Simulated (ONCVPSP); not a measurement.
u(r) = r·R(r): atom against pseudo-atom (iron (Fe))

Columns: radius, all-electron u(r) and pseudo u(r) of the 3s shell (level -95.76 eV) of iron in the configuration [Ne] 3s2 3p6 3d6 4s1 4p1; PBE, scalar-relativistic, ONCV scheme, ONCVPSP 4.0.1.

```json
{"r (bohr)": "0.070", "all-electron": "0.0683", "pseudo": "0.1540"}
{"r (bohr)": "0.140", "all-electron": "-0.5539", "pseudo": "0.3076"}
{"r (bohr)": "0.210", "all-electron": "-0.6223", "pseudo": "0.4597"}
{"r (bohr)": "0.280", "all-electron": "-0.3013", "pseudo": "0.6079"}
{"r (bohr)": "0.350", "all-electron": "0.1466", "pseudo": "0.7481"}
{"r (bohr)": "0.420", "all-electron": "0.5645", "pseudo": "0.8750"}
{"r (bohr)": "0.490", "all-electron": "0.8858", "pseudo": "0.9824"}
{"r (bohr)": "0.560", "all-electron": "1.0971", "pseudo": "1.0650"}
{"r (bohr)": "0.630", "all-electron": "1.2084", "pseudo": "1.1179"}
{"r (bohr)": "0.700", "all-electron": "1.2410", "pseudo": "1.1394"}
{"r (bohr)": "0.770", "all-electron": "1.2167", "pseudo": "1.1299"}
{"r (bohr)": "0.840", "all-electron": "1.1545", "pseudo": "1.0921"}
{"r (bohr)": "0.910", "all-electron": "1.0696", "pseudo": "1.0312"}
{"r (bohr)": "0.980", "all-electron": "0.9733", "pseudo": "0.9532"}
{"r (bohr)": "1.050", "all-electron": "0.8733", "pseudo": "0.8649"}
{"r (bohr)": "1.120", "all-electron": "0.7751", "pseudo": "0.7725"}
{"r (bohr)": "1.190", "all-electron": "0.6819", "pseudo": "0.6814"}
{"r (bohr)": "1.260", "all-electron": "0.5956", "pseudo": "0.5955"}
{"r (bohr)": "1.330", "all-electron": "0.5171", "pseudo": "0.5170"}
{"r (bohr)": "1.400", "all-electron": "0.4468", "pseudo": "0.4468"}
{"r (bohr)": "1.470", "all-electron": "0.3845", "pseudo": "0.3844"}
{"r (bohr)": "1.540", "all-electron": "0.3297", "pseudo": "0.3296"}
{"r (bohr)": "1.610", "all-electron": "0.2819", "pseudo": "0.2818"}
{"r (bohr)": "1.680", "all-electron": "0.2403", "pseudo": "0.2403"}
{"r (bohr)": "1.750", "all-electron": "0.2045", "pseudo": "0.2044"}
{"r (bohr)": "1.820", "all-electron": "0.1736", "pseudo": "0.1736"}
```

How many radial nodes do the two functions have?

The all-electron 3s function has n − l − 1 = 2; the pseudo-wave has 0, since the states of the same l below it are removed with the core.

At about which radius was the pseudo-wave matched?

1.30 bohr. The columns agree to 0.0005 from 1.19 bohr on; several derivatives are matched, so the curves merge somewhat inside the radius.

Where does each function peak?

Outermost all-electron maximum near 0.70 bohr, pseudo maximum near 0.70 bohr (to the table’s step).

Is the pseudo-wave norm-conserving?

Yes: the ONCV scheme keeps the norm inside the radius equal to the all-electron one, which fixes the energy derivative of the logarithmic derivative at the level.
